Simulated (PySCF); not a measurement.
# One molecule, a ladder of functionals, a line

Molecule: SMILES CCB(F)OC, C₃H₈BFO.

Atoms are numbered as in `[CH3:1][CH2:2][B:3]([F:4])[O:5][CH3:6]`; H(Xn) means a hydrogen on atom n.

GIAO shieldings (ppm, equivalent atoms averaged) in PySCF 2.14.0 with density-fitted response routines on the PBE0-D3(BJ)/def2-SVP geometry, basis pcSseg-1, gas phase, non-relativistic:

```csv
functional,exact exchange (%),σ(C6),σ(B3),σ(F4),σ(O5)
BLYP,0,122.8,64.1,252.0,204.5
BP86,0,127.2,67.1,252.3,208.8
PBE,0,128.0,66.5,249.5,207.1
PBE0,25,133.4,70.8,267.5,222.6
mPW1PW91,25,132.4,70.8,268.6,222.2
BHandHLYP,50,134.1,72.9,284.6,234.6
HF,100,143.9,83.2,310.9,260.1
```

(1) Fit each shielding as a line in the percentage of exact exchange.

(2) What does the line predict for B3LYP (20 %), and what does the run give?

Results:

(1) σ(C6) = 126.7 + 0.17 x (rms 1.9 ppm); σ(B3) = 66.0 + 0.17 x (rms 1.1 ppm); σ(F4) = 252.1 + 0.60 x (rms 1.5 ppm); σ(O5) = 207.6 + 0.53 x (rms 1.5 ppm). The functionals also differ in their semilocal parts, which the line can't hold; Hartree–Fock has no correlation at all.

(2) σ(C6): 130.1 predicted, 127.7 computed; σ(B3): 69.4 predicted, 67.6 computed; σ(F4): 264.1 predicted, 266.1 computed; σ(O5): 218.2 predicted, 217.3 computed ppm.
